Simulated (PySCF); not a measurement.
Compound: C7H9N2 (charge +1).
Atom-mapped SMILES: `[CH:1]#[C:2]/[C:3]([CH:4]=[NH2+:5])=[CH:6]/[CH:7]=[CH:8]/[NH2:9]` (hydrogens: H10 on C1; H11 on C4; H12, H13 on N5; H14 on C6; H15 on C7; H16 on C8; H17, H18 on N9)
Bond orders are those of one Lewis drawing.

Method: B3LYP/def2-SV(P) geometry optimisation, gas phase in PySCF; density fitting, grid level 1; the optimiser is geomeTRIC in internal coordinates, started from a GFN2-xTB structure.

Step 0: E = -10368.9981 eV
```
atom  x, y, z in Å  |  force x, y, z in eV/Å
C1     -2.6186    2.3857   -0.5303   -0.247   0.282  -0.057
C2     -1.8792    1.4591   -0.3420    0.529  -0.762   0.154
C3     -1.0239    0.3440   -0.1163   -0.215   0.543  -0.107
C4     -1.6208   -0.8945    0.1110   -0.076  -0.065   0.005
N5     -2.9272   -1.0692    0.1246    0.184  -0.050   0.013
C6      0.3575    0.5686   -0.1378    0.292  -0.383   0.085
C7      1.3802   -0.3483    0.0524   -0.146   0.057  -0.018
C8      2.7034    0.0416    0.0002    0.004  -0.055   0.012
N9      3.7294   -0.7723    0.1716    0.060   0.047  -0.007
H10    -3.2443    3.2120   -0.6977   -0.691   0.890  -0.181
H11    -1.0101   -1.7686    0.2862    0.182  -0.446   0.089
H12    -3.5310   -0.2723   -0.0363   -0.334   0.283  -0.059
H13    -3.3469   -1.9700    0.2903   -0.165  -0.383   0.070
H14     0.6523    1.5942   -0.3270    0.104   0.425  -0.081
H15     1.1647   -1.3892    0.2453   -0.120  -0.554   0.104
H16     2.9428    1.0801   -0.1926    0.186   0.445  -0.081
H17     4.6794   -0.4404    0.1246    0.411   0.116  -0.016
H18     3.5835   -1.7544    0.3556    0.042  -0.390   0.075
```

Problem. Estimate the geometry and energy of step 1. (The exact step hangs on the optimiser's Hessian estimate; all steps are aligned on step 0, rigid shifts and turns removed.)

Solution. E = -10369.0880 eV, largest force 0.191 eV/Å
```
atom  x, y, z in Å  |  force x, y, z in eV/Å
C1     -2.6550    2.4346   -0.5397   -0.118   0.147  -0.030
C2     -1.8981    1.5052   -0.3508    0.040  -0.016   0.003
C3     -1.0404    0.3831   -0.1238    0.051  -0.097   0.019
C4     -1.6358   -0.8706    0.1058   -0.013  -0.068   0.013
N5     -2.9412   -1.0806    0.1258   -0.059   0.002  -0.001
C6      0.3646    0.5500   -0.1335   -0.053   0.177  -0.035
C7      1.3800   -0.3860    0.0602   -0.001  -0.132   0.025
C8      2.7126    0.0135    0.0057    0.083   0.081  -0.015
N9      3.7679   -0.7757    0.1729    0.032  -0.043   0.010
H10    -3.3098    3.2752   -0.7102    0.051  -0.069   0.014
H11    -1.0157   -1.7550    0.2839   -0.019   0.038  -0.008
H12    -3.5906   -0.3064   -0.0318    0.029  -0.007   0.002
H13    -3.3323   -2.0043    0.2964    0.029   0.018  -0.004
H14     0.6876    1.5819   -0.3247    0.008  -0.047   0.009
H15     1.1615   -1.4423    0.2574   -0.004   0.025  -0.005
H16     2.9510    1.0669   -0.1910   -0.023  -0.044   0.009
H17     4.7161   -0.4110    0.1181   -0.028   0.015  -0.003
H18     3.6689   -1.7722    0.3611   -0.006   0.020  -0.004
```

The energy changes by -0.0899 eV. The first-order estimate −F·Δx gives -0.1831 eV and the mean of the old and new forces, exact on a quadratic surface, -0.0892 eV. The step makes an angle of 66° with the force vector and moves no atom by more than 0.092 Å.

What follows is the cost of the whole optimisation. On one thread of an Arm Neoverse V1, shared host with 32 logical CPUs at a one-minute load of 15, this took 44 s and 0.59 GiB of memory at its peak.
